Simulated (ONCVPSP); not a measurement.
Transferability test, ONCV potential for Be

ONCVPSP 4.0.1 input, shortened (lines: element, Z, core and valence counts, functional; n l f; lmax; l rc ep ncon nbas qcut; lloc lpopt rc5 dvloc0; l nproj debl; icmod fcfact rcfact), LDA (Perdew-Zunger), scalar-relativistic:

```
  Be 4.00    1    1        3      upf
    1    0    2.00
    2    0    2.00
    1
    0    1.85    0.00    3    6    4.50
    1    1.95    0.04    3    7    3.90
    4    2    1.30   -1.00
    0    2    0.70
    1    2    0.80
    3    4.00    1.65
```

In the p channel the program set the typed energies aside and used 0.050, 0.850 Ha.

Energies are relative to the spin-unpolarised reference configuration 2s2; without spin polarisation the order of configurations can differ from experiment.

| valence configuration | charge | ΔE all-electron (eV) | error AE − PS (meV) |
| --- | --- | --- | --- |
| 2s1 2p1 | 0 | 3.519 | +1.2 |
| 2s0 2p1 | +1 | 13.334 | -14 |

**Question.** What are ΔE and the potential's error for 2s1?

**Answer.** ΔE = 9.520 eV all-electron; the error (AE − PS) is -4.5 meV.

**Question.** What are ΔE and the potential's error for 2s1.5?

**Answer.** ΔE = 3.752 eV all-electron; the error (AE − PS) is -0.5 meV.
